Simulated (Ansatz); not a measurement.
```yaml
crystal:
  periodic: [false, false, false]
  atoms:
    - {symbol: O, position_ang: [-0.225133, 1.196671, -1.418167]}
    - {symbol: Ti, position_ang: [2.025198, -0.174538, 0.168926]}
    - {symbol: O, position_ang: [2.025198, -0.224538, -0.131074]}
    - {symbol: O, position_ang: [-0.650841, -1.483472, -0.311962]}
    - {symbol: Se, position_ang: [-0.223114, 0.952537, 2.081129]}
    - {symbol: H, position_ang: [-0.963933, 1.183777, -2.028505]}
    - {symbol: H, position_ang: [2.562304, -1.005249, 0.011544]}
    - {symbol: H, position_ang: [-1.128332, -2.073079, 0.271527]}
    - {symbol: H, position_ang: [-1.566970, 1.368631, 1.649546]}
basis:
  gaussian: {orbitals: 6-31G}
hamiltonian: {xc: {name: revPBE0}}
```

```sh
$ ansatz run in.yaml --threads 2 --pin off --events-out ev --progress --plain --max-ram 32768MiB --backend cpu
```

Output, abridged:

```
Functional definition: revPBE0
1016 factors; integrals over basis functions are off by at most 4.7e-4 eV
mean field evaluation 1: about -92845.5195 eV, gradient 1.8e2 eV
mean field evaluation 2: about -91518.8269 eV, gradient 4.5e2 eV
mean field evaluation 4: about -92842.2849 eV, gradient 1.6e2 eV
mean field evaluation 8: about -92944.3146 eV, gradient 2.7e1 eV
mean field evaluation 16: about -92946.8671 eV, gradient 1.6e1 eV
mean field evaluation 32: about -92947.2335 eV, gradient 1.1e1 eV
mean field evaluation 64: about -92947.4443 eV, gradient 1.8e0 eV
mean field -92947.71499758 eV, -3415.7655239369 hartree, gradient 1.5e-5 eV, S^2 0.000000; 7 other end points of the search recorded, 0 dependent functions left out
reference -92947.71505092 eV, -3415.7655258974 hartree; 42, 42 occupied and 51, 51 virtual orbitals, 1016 factors
Total energy: -92947.71505092 eV, -3415.7655258974 hartree
```

(1) Something in this input is off. What?

## Answers

(1) One atom was put on top of another. The run converged. The result belongs to that input, not to the molecule as meant.
